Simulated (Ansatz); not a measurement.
System: sum formula H$_{3}$B$_{2}$O, net charge 0, doublet state. It need not be the lowest isomer of its formula. SMILES: [BH]OB
Geometry from a B3LYP-D3(BJ)/def2-TZVP (Ansatz, a quantum-chemistry and plane-wave program) optimisation:
```
O
B 1 1.3054
B 1 1.3492 2 174.11
H 3 1.1906 1 118.03 2 -90.04
H 3 1.1906 4 123.94 1 179.92
H 2 1.1951 1 124.83 3 180.00
```
Charge 0, spin multiplicity 2.

### Question
Give the harmonic wavenumbers at B3LYP-D3(BJ)/def2-TZVP (Ansatz, finite differences of forces, unscaled).

### Answer
150, 208, 533, 907, 1001, 1012, 1025, 1283, 1542, 2581, 2596, 2687 cm⁻¹. Zero-point energy 22.2 kcal/mol.

### Question
From these and the geometry, give the ideal-gas thermochemistry at 298.15 K and 1 atm (rigid rotor, harmonic oscillator).

### Answer
Point group Cs, rotational symmetry number 1. Rotational constants 168, 10.06, 9.775 GHz. S(trans) 37.03, S(rot) 20.50, S(vib) 5.75, S(elec, spin only) 1.38, S 64.7 cal/(mol K). H(298) - H(0) 3.35 kcal/mol; G - E(el) 6.3 kcal/mol.
